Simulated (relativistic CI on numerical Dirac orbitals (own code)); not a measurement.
## Slater and spin-orbit integrals, Ho59+

Calculated at this level of theory: Dirac-Coulomb-Breit CI, separate exchange-only KLI orbitals for each configuration, a model potential for QED, unscaled Slater integrals (own radial code, finite nucleus).

Slater integrals F^k, G^k are unscaled and averaged over j, outside the closed core 1s2; ζ comes from projecting the Hamiltonian with its Breit term on Σ l·s of the shell.

- 2s2.2p4: F^2(2p,2p) = 1.2559e+06, ζ(2p) = 4.8112e+06 cm⁻¹; <r>(2p) = 0.07501, <r^2>(2p) = 0.006852 (bohr units).
- 2s.2p5: G^1(2s,2p) = 1.3514e+06, ζ(2p) = 4.7979e+06 cm⁻¹; <r>(2s) = 0.08517, <r^2>(2s) = 0.008596, <r>(2p) = 0.0751, <r^2>(2p) = 0.006868 (bohr units).
- 2p5.3s: ζ(2p) = 4.8463e+06, G^1(2p,3s) = 135320 cm⁻¹; <r>(2p) = 0.07483, <r^2>(2p) = 0.006819, <r>(3s) = 0.2012, <r^2>(3s) = 0.04622 (bohr units).

Averages of the first 10 configurations, taken without configuration mixing, which lowers the lowest level and can move excited configurations by several eV; other configurations of the list can lie among them:

```tsv
Configuration	Parity	States	Average energy above the lowest level (eV)
2s2.2p4	even	15	604.9
2s.2p5	odd	12	1566.6
2p6	even	1	2583.4
2p5.3s	odd	12	9857.5
2p5.3p	even	36	10125.7
2p5.3d	odd	60	10360.1
2s2.2p3.3s	odd	40	7945.4
2s2.2p3.3p	even	120	8223.5
2s2.2p3.3d	odd	200	8458.2
2s.2p4.3s	even	60	8873.7
```
